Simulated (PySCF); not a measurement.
A small calculation by hand: entropy of an ideal gas

B2H4O, SMILES BOB.

Geometry optimised at B3LYP-D3(BJ)/def2-TZVP.

B3LYP-D3(BJ)/def2-TZVP run with PySCF 2.14.0 gives the harmonic wavenumbers 131, 131, 454, 965, 1005, 1005, 1045, 1045, 1248, 1314, 1583, 2561, 2581, 2660, 2660 cm⁻¹ and the rotational temperatures 5.4748, 0.4384, 0.4384 K. The molar mass is 41.65 g/mol, the symmetry number 4, the spin multiplicity 1.

Question: Work out the entropy at 298.15 K and 1 atm in the rigid-rotor, harmonic-oscillator model.

Answer: 
Translation (Sackur–Tetrode at 1 atm): S = R[1.5 ln M + 2.5 ln T − 1.16487] = 155.3 J/(mol K).
Rotation: q = (√π/σ) T^1.5/√(θA θB θC) = 2220, S = R[ln q + 3/2] = 76.6 J/(mol K).
Vibration: with u = 1.4388 ν/T, each mode gives R[u/(e^u − 1) − ln(1 − e^−u)]:
```tsv
ν (cm⁻¹)	modes	u	S (J/(mol K))
131	2	0.63	24.53
454	1	2.19	3.28
965	1	4.66	0.45
1005	2	4.85	0.77
1045	2	5.04	0.65
1248	1	6.02	0.14
1314	1	6.34	0.11
1583	1	7.64	0.03
```
The stiffer modes add less than 0.005 each. Sum 30.0 J/(mol K).
Spin: R ln 1 = 0.0 J/(mol K).
Total 261.8 J/(mol K); the program's own thermochemistry gives 261.8. Translation makes up 59 % and vibration 11 %. Anharmonicity, hindered rotation and orbital degeneracy are left out.
